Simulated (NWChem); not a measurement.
System: trans-dichloroethylene (C2H2Cl2); SMILES Cl/C=C/Cl

Input file for NWChem:

```
start job
memory heap 200 mb stack 900 mb global 1100 mb
geometry units angstroms
  Cl     0.043724    -2.147511     0.000000
  C     -0.442876    -0.497842     0.000000
  C      0.442876     0.497842     0.000000
  Cl    -0.043724     2.147511     0.000000
  H     -1.522662    -0.333993     0.000000
  H      1.522662     0.333993     0.000000
end
basis spherical
  Cl library def2-svp
  C library def2-svp
  H library def2-svp
end
dft
  xc slater vwn_5
  iterations 150
end
driver
  maxiter 120
end
task dft optimize
task dft freq
```

Parts of the log:

```
             Northwest Computational Chemistry Package (NWChem) 7.3.0
             --------------------------------------------------------

 C2H symmetry detected

                             Geometry "geometry" -> ""
                             -------------------------

 Output coordinates in angstroms (scale by  1.889725989 to convert to a.u.)

  No.       Tag          Charge          X              Y              Z
 ---- ---------------- ---------- -------------- -------------- --------------
    1 Cl                  17.0000     0.04203972    -2.14754463     0.00000000
    2 C                    6.0000    -0.44326632    -0.49749450     0.00000000
    3 C                    6.0000     0.44326632     0.49749450     0.00000000
    4 Cl                  17.0000    -0.04203972     2.14754463     0.00000000
    5 H                    1.0000    -1.52292348    -0.33279869     0.00000000
    6 H                    1.0000     1.52292348     0.33279869     0.00000000

 Effective nuclear repulsion energy (a.u.)     175.7069530566

      Symmetry information
      --------------------

 Group name             C2h
 Group number             21
 Group order               4
 No. of unique centers     3

                                Z-matrix (autoz)
                                --------

 Units are Angstrom for bonds and degrees for angles

      Type          Name      I     J     K     L     M      Value
      ----------- --------  ----- ----- ----- ----- ----- ----------
    1 Stretch                  1     2                       1.71994
    2 Stretch                  2     3                       1.33265
    3 Stretch                  2     5                       1.09215
    4 Stretch                  3     4                       1.71994
    5 Stretch                  3     6                       1.09215
    6 Bend                     1     2     3               121.90959
    7 Bend                     1     2     5               115.06275
    8 Bend                     2     3     4               121.90959
    9 Bend                     2     3     6               123.02766
   10 Bend                     3     2     5               123.02766
   11 Bend                     4     3     6               115.06275
   12 Torsion                  1     2     3     4         180.00000
   13 Torsion                  1     2     3     6           0.00000
   14 Torsion                  4     3     2     5           0.00000
   15 Torsion                  5     2     3     6         180.00000

                           NWChem Geometry Optimization
                           ----------------------------

[...]

      ----------------------
      Optimization converged
      ----------------------

  Step       Energy      Delta E   Gmax     Grms     Xrms     Xmax
  ---- ---------------- -------- -------- -------- -------- --------
@    3    -993.75424470 -1.3D-06  0.00007  0.00003  0.00085  0.00161
                                     ok       ok       ok       ok

                                Z-matrix (autoz)
                                --------

 Units are Angstrom for bonds and degrees for angles

[...]

 Rotational Constants
 --------------------
 A=   1.756706 cm-1  (  2.527452 K)
 B=   0.051607 cm-1  (  0.074249 K)
 C=   0.050134 cm-1  (  0.072130 K)

 Temperature                      =   298.15K
 frequency scaling parameter      =   1.0000

 Zero-Point correction to Energy  =   20.564 kcal/mol  (  0.032770 au)
 Thermal correction to Energy     =   23.424 kcal/mol  (  0.037328 au)
 Thermal correction to Enthalpy   =   24.016 kcal/mol  (  0.038272 au)

 Total Entropy                    =   69.424 cal/mol-K
   - Translational                =   39.577 cal/mol-K (mol. weight =  95.9534)
   - Rotational                   =   23.988 cal/mol-K (symmetry #  =        2)
   - Vibrational                  =    5.859 cal/mol-K

 Cv (constant volume heat capacity) =   14.000 cal/mol-K
   - Translational                  =    2.979 cal/mol-K
   - Rotational                     =    2.979 cal/mol-K
   - Vibrational                    =    8.041 cal/mol-K

[normal modes left out]

 ----------------------------------------------------------------------------
 Normal Eigenvalue ||           Projected Infra Red Intensities
  Mode   [cm**-1]  || [atomic units] [(debye/angs)**2] [(KM/mol)] [arbitrary]
 ------ ---------- || -------------- ----------------- ---------- -----------
    1       -0.000 ||    0.000000           0.000         0.000       0.000
    2        0.000 ||    0.000000           0.000         0.000       0.000
    3        0.000 ||    0.000000           0.000         0.000       0.000
    4        0.000 ||    0.000000           0.000         0.000       0.000
    5        0.000 ||    0.000000           0.000         0.000       0.000
    6        0.000 ||    0.000000           0.000         0.000       0.000
    7      214.725 ||    0.000001           0.000         0.001       0.001
    8      228.823 ||    0.002954           0.068         2.880       2.425
    9      354.602 ||    0.000000           0.000         0.000       0.000
   10      758.054 ||    0.000000           0.000         0.000       0.000
   11      862.686 ||    0.123666           2.853       120.556     101.505
   12      864.855 ||    0.000000           0.000         0.000       0.000
   13      870.897 ||    0.066500           1.534        64.827      54.583
   14     1135.557 ||    0.011186           0.258        10.904       9.181
   15     1207.011 ||    0.000000           0.000         0.000       0.000
   16     1638.729 ||    0.000000           0.000         0.000       0.000
   17     3125.452 ||    0.014993           0.346        14.616      12.306
   18     3130.041 ||    0.000000           0.000         0.000       0.000
 ----------------------------------------------------------------------------
```

Level: LDA (Slater exchange, VWN5)/def2-SVP.
